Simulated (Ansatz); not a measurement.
Consider the atomization: `N#[C][GeH][F]`• → C• + F• + Ge• + H• + N•.

Computed with Ansatz on PBE0-D4/def2-TZVP structures; ΔE is electronic, products minus reactants. CCSD(T)/CBS is the MP2 limit (def2-TZVPP, def2-QZVPP) plus CCSD(T) − MP2 in def2-TZVPP, frozen cores. This one scheme is used for every species, atoms too. Functionals use def2-TZVPP. No spin–orbit coupling; open shells (•) take unrestricted orbitals. Spin–orbit coupling would lower the free atoms: a little for C, F; clearly for Ge. For Ge outer-core shells are correlated without core-valence functions, so the limit isn't a true one: a few kJ/mol of doubt a bond, and 10 to 20 or more in all where bonds break to atoms. Scalar relativity is left out up to krypton.

```
  level  ΔE (eV)
 B97M-V    19.53
r2SCANh    19.12
```

What does CCSD(T)/CBS give? (Estimate.)

Ansatz gave: +19.35 eV. The listed levels differ from it by 0.18, -0.23 eV.

Largest T1 diagnostic among the species: 0.018.

From r2SCAN to r2SCAN0 (25 % exact exchange), in def2-TZVPP and without D4, ΔE moves by −0.81 eV: exact exchange takes away binding that semilocal exchange gives to molecules. At CCSD(T), def2-SVP lies −1.35 eV from the extrapolated value and def2-TZVPP −0.51 eV: correlation converges slowly with the basis, and small sets miss more of it in the bonded molecule than in its fragments.

For atomizations the MP2-based limit and the directly extrapolated one differ by several kJ/mol either way, and by 10 to 25 for some Ge, Se and Sn compounds, so smaller differences from it don't rank the levels.
